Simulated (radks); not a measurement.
Task: The dysprosium ion Dy27+, 39 electrons, occupied as [Kr] 4d3 (the NIST ground configuration). Calculated with a radial shooting solver on a logarithmic mesh with Libxc functionals: scalar-relativistic Kohn-Sham, SCAN, spin-polarised, spherical densities, finite nucleus; open shells are filled with parallel spins first (spin-orbit coupling, left out, can overturn this in heavy ions); meta-GGA in the generalised Kohn-Sham scheme; Fermi nuclear charge, rms radius 5.2218 fm. Some entries of the table are withheld. Estimate them.

orbital  occ.  eigenvalue (hartree)  <r> (bohr)  <1/r> (bohr^-1)
1s up       1             -2008.405     0.02112            74.55
1s down     1             -2008.400     0.02112            74.55
2s up       1             -363.6985     0.08970            17.35
2s down     1             -363.6115     0.08969            17.35
2p up       3             -326.4042     0.07943            16.10
2p down     3             -326.3249     0.07942            16.10
3s up       1             -106.9013      0.2326            6.440
3s down     1             -106.8526      0.2325            6.441
3p up       3             -95.36453      0.2312            6.035
3p down     3             -95.30528      0.2311            6.036
3d up       5             -80.73053      0.2097            5.718
3d down     5             -80.63659      0.2097            5.718
4s up       1             -44.57799         (1)              (2)
4s down     1             -44.21549         (3)              (4)
4p up       3             -40.38559      0.5046            2.774
4p down     3             -40.02960      0.5052            2.770
4d up       3             -34.79899      0.5117            2.583

Result: 
(1) 4s up <r> (bohr): 0.4892
(2) 4s up <1/r> (bohr^-1): 2.948
(3) 4s down <r> (bohr): 0.4897
(4) 4s down <1/r> (bohr^-1): 2.946
